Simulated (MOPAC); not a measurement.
MOPAC input (MNDO):

```
MNDO PRECISE GNORM=0.05 LET XYZ UHF MS=0.5 GEO-OK AUX(PRECISION=9) THREADS=1
H3BNO2

N    -0.67484500 1    1.25095100 1    0.44456500 1
B    -0.01690600 1    0.03098500 1    0.01229600 1
O    -0.81760900 1   -1.03859500 1   -0.29849000 1
O     1.35474800 1    0.01878700 1    0.02378000 1
H    -0.89663000 1    1.92863300 1   -0.28392400 1
H    -0.36344900 1   -1.86044300 1   -0.50427000 1
H     1.77141100 1   -0.82131200 1   -0.18756200 1
```

Output:

```
 *******************************************************************************
 **                                                                           **
 **                              MOPAC v23.2.5                                **
 **                                                                           **
 *******************************************************************************
 ** MOPAC's Digital Object Identifier: https://doi.org/10.5281/zenodo.6511958 **
 **                                                                           **
 ** Please cite the open-source release paper for use of this MOPAC version:  **
 ** J. E. Moussa and J. J. P. Stewart (2026)                                  **
 ** MOPAC: An open-source semiempirical molecular orbital program             **
 ** J. Open Source Softw., 11(119), 8025, https://doi.org/10.21105/joss.08025 **
 *******************************************************************************

                              MNDO CALCULATION RESULTS

 *******************************************************************************
 *  MNDO       - The MNDO Hamiltonian to be used
 *  GEO-OK     - OVERRIDE INTERATOMIC DISTANCE AND OTHER SAFETY CHECKS
 *  UHF        - UNRESTRICTED HARTREE-FOCK CALCULATION
 *  MS=        - IN MECI, MAGNETIC COMPONENT OF SPIN =  0.5
 *  LET        - OVERRIDE SOME SAFETY CHECKS
 *  PRECISE    - TIGHTER CRITERIA TO BE USED
 *  XYZ        - CARTESIAN COORDINATE SYSTEM TO BE USED
 *  GNORM      - EXIT WHEN GRADIENT NORM DROPS BELOW 0.050
 *  AUX        - OUTPUT AUXILIARY INFORMATION
 *******************************************************************************
MNDO PRECISE GNORM=0.05 LET XYZ UHF MS=0.5 GEO-OK AUX(PRECISION=9) THREADS=1
 H3BNO2

   ATOM   CHEMICAL          X               Y               Z
  NUMBER   SYMBOL      (ANGSTROMS)     (ANGSTROMS)     (ANGSTROMS)

     1       N         -0.67484500  *   1.25095100  *   0.44456500  *
     2       B         -0.01690600  *   0.03098500  *   0.01229600  *
     3       O         -0.81760900  *  -1.03859500  *  -0.29849000  *
     4       O          1.35474800  *   0.01878700  *   0.02378000  *
     5       H         -0.89663000  *   1.92863300  *  -0.28392400  *
     6       H         -0.36344900  *  -1.86044300  *  -0.50427000  *
     7       H          1.77141100  *  -0.82131200  *  -0.18756200  *

          CARTESIAN COORDINATES

    NO.       ATOM           X           Y           Z

     1         N         -0.6748      1.2510      0.4446
     2         B         -0.0169      0.0310      0.0123
     3         O         -0.8176     -1.0386     -0.2985
     4         O          1.3547      0.0188      0.0238
     5         H         -0.8966      1.9286     -0.2839
     6         H         -0.3634     -1.8604     -0.5043
     7         H          1.7714     -0.8213     -0.1876

  H: (MNDO): M.J.S. DEWAR, W. THIEL, J. AM. CHEM. SOC., 99, 4899, (1977)
  B: (MNDO): M.J.S. DEWAR, M.L. MCKEE, J. AM. CHEM. SOC., 99, 5231, (1977)
  N: (MNDO): M.J.S. DEWAR, W. THIEL, J. AM. CHEM. SOC., 99, 4899, (1977)
  O: (MNDO): M.J.S. DEWAR, W. THIEL, J. AM. CHEM. SOC., 99, 4899, (1977)

           Empirical Formula: H3 N O2 B  =     7 atoms

      MOLECULAR POINT GROUP   :   Cs

          UHF CALCULATION, NO. OF ALPHA ELECTRONS =   12
                           NO. OF BETA  ELECTRONS =   11

          Geometry optimization using EF

          DIAGONAL MATRIX USED AS START HESSIAN

 CYCLE:     1  GRAD.:    57.108 HEAT: -128.6162
 CYCLE:     2  GRAD.:   476.933 HEAT: -96.02003
 CYCLE:     3  GRAD.:   159.345 HEAT: -124.2075
 CYCLE:     4  GRAD.:   356.664 HEAT: -106.2950
 CYCLE:     5  GRAD.:   162.262 HEAT: -117.4087
 CYCLE:     6  GRAD.:   163.943 HEAT: -124.1438
 CYCLE:     7  GRAD.:    62.824 HEAT: -127.4730
 CYCLE:     8  GRAD.:    75.173 HEAT: -127.7515
 CYCLE:     9  GRAD.:    94.553 HEAT: -127.7144
 CYCLE:    10  GRAD.:   132.458 HEAT: -123.0645
 CYCLE:    11  GRAD.:   162.308 HEAT: -125.6815
 CYCLE:    12  GRAD.:   240.525 HEAT: -112.6921
 CYCLE:    13  GRAD.:    64.516 HEAT: -128.7668
 CYCLE:    14  GRAD.:   447.925 HEAT: -89.15526
 CYCLE:    15  GRAD.:    32.523 HEAT: -129.5657
 CYCLE:    16  GRAD.:    24.751 HEAT: -129.6606
 CYCLE:    17  GRAD.:     1.809 HEAT: -129.8275
 CYCLE:    18  GRAD.:     1.447 HEAT: -129.8293
 CYCLE:    19  GRAD.:     0.378 HEAT: -129.8302
 CYCLE:    20  GRAD.:     0.191 HEAT: -129.8303
 CYCLE:    21  GRAD.:     0.155 HEAT: -129.8304
 CYCLE:    22  GRAD.:     0.131 HEAT: -129.8305
 CYCLE:    23  GRAD.:     0.051 HEAT: -129.8305
 CYCLE:    24  GRAD.:     0.022 HEAT: -129.8305

     GRADIENT =  0.02167 IS LESS THAN CUTOFF =  0.05000

 -------------------------------------------------------------------------------
 MNDO PRECISE GNORM=0.05 LET XYZ UHF MS=0.5 GEO-OK AUX(PRECISION=9) THREADS=1
 H3BNO2

     GEOMETRY OPTIMISED USING EIGENVECTOR FOLLOWING (EF).
     SCF FIELD WAS ACHIEVED

                              MNDO CALCULATION
                                                       MOPAC v23.2.5 Linux

          FINAL HEAT OF FORMATION =       -129.83048 KCAL/MOL =    -543.21074 KJ/MOL

          COSMO AREA              =         89.28 SQUARE ANGSTROMS
          COSMO VOLUME            =         70.71 CUBIC ANGSTROMS

          GRADIENT NORM           =          0.02167          =       0.00819 PER ATOM
          IONIZATION POTENTIAL    =         11.492017 EV
          ALPHA SOMO LUMO (EV)    =        -11.948  2.103
          BETA  SOMO LUMO (EV)    =        -11.492  0.500
          NO. OF ALPHA ELECTRONS  =         12
          NO. OF BETA  ELECTRONS  =         11
          MOLECULAR WEIGHT        =         59.8392         POINT GROUP:  Cs

          MOLECULAR DIMENSIONS (Angstroms)

            Atom       Atom       Distance
            H     6    H     5     3.77178
            H     7    O     3     2.61275
            H     6    N     1     0.79189

          SCF CALCULATIONS        =         25

   ATOM   CHEMICAL          X               Y               Z
  NUMBER   SYMBOL      (ANGSTROMS)     (ANGSTROMS)     (ANGSTROMS)

     1       N         -0.68209745  *   1.26134640  *   0.45884090  *
     2       B         -0.01652459  *   0.03268681  *   0.00411235  *
     3       O         -0.81024588  *  -1.03773273  *  -0.29923880  *
     4       O          1.35002592  *   0.01670717  *   0.01365429  *
     5       H         -0.86796015  *   1.87252517  *  -0.31240547  *
     6       H         -0.39493776  *  -1.86564658  *  -0.48157327  *
     7       H          1.78949444  *  -0.79947548  *  -0.16486835  *

                             CARTESIAN COORDINATES

   1    N       -0.682097452     1.261346404     0.458840900
   2    B       -0.016524590     0.032686814     0.004112350
   3    O       -0.810245883    -1.037732730    -0.299238800
   4    O        1.350025922     0.016707167     0.013654294
   5    H       -0.867960155     1.872525169    -0.312405469
   6    H       -0.394937755    -1.865646576    -0.481573270
   7    H        1.789494435    -0.799475481    -0.164868349

           Empirical Formula: H3 N O2 B  =     7 atoms

      MOLECULAR POINT GROUP   :   Cs

          ALPHA EIGENVALUES
 -42.78895 -40.96025 -32.86907 -21.60105 -20.73052 -17.09747 -16.04453 -14.72926
 -13.53274 -12.63701 -12.37531 -11.94849   2.10343   2.25061   4.40020   5.13504
   5.49345   6.94767   8.57717

           BETA EIGENVALUES
 -42.73833 -40.90390 -30.63806 -21.38665 -20.63177 -16.81332 -15.94967 -14.62118
 -13.37835 -12.62730 -11.49202   0.49952   2.14021   2.55536   4.57452   5.43635
   5.70175   7.25468   8.72055

              NET ATOMIC CHARGES AND DIPOLE CONTRIBUTIONS

  ATOM NO.   TYPE          CHARGE      No. of ELECS.   s-Pop       p-Pop
    1          N          -0.091949        5.0919     1.74966     3.34229
    2          B           0.097115        2.9029     1.09721     1.80568
    3          O          -0.259164        6.2592     1.76408     4.49508
    4          O          -0.259193        6.2592     1.76408     4.49511
    5          H           0.110517        0.8895     0.88948
    6          H           0.201335        0.7987     0.79867
    7          H           0.201339        0.7987     0.79866
 DIPOLE           X         Y         Z       TOTAL
 POINT-CHG.     0.509    -0.854    -0.636     1.181
 HYBRID         0.806    -1.293    -1.201     1.940
 SUM            1.315    -2.147    -1.837     3.117

          ATOMIC ORBITAL ELECTRON POPULATIONS

     Atom    s        px        py        pz
    1  N   1.74966   1.01545   1.03947   1.28738
    2  B   1.09721   0.65060   0.70733   0.44775
    3  O   1.76408   1.53743   1.17560   1.78205
    4  O   1.76408   1.28275   1.40911   1.80325
    5  H   0.88948
    6  H   0.79867
    7  H   0.79866

                    (SZ)    =    0.500000
                    (S**2)  =    0.754158

          ATOMIC ORBITAL SPIN POPULATIONS

    Atom   Total    s     px     py     pz
         Atomic
    1  N  1.0486  0.029  0.780  0.214  0.026
    2  B -0.0460 -0.015 -0.007 -0.017 -0.007
    3  O  0.0146  0.001  0.008  0.005  0.000
    4  O  0.0146  0.001  0.012  0.002 -0.001
    5  H -0.0314 -0.031
    6  H -0.0002 -0.000
    7  H -0.0002 -0.000

 **********************
 *                    *
 * JOB ENDED NORMALLY *
 *                    *
 **********************

 == MOPAC DONE ==
```

The geometry given is a B3LYP-D3(BJ)/def2-TZVP minimum.
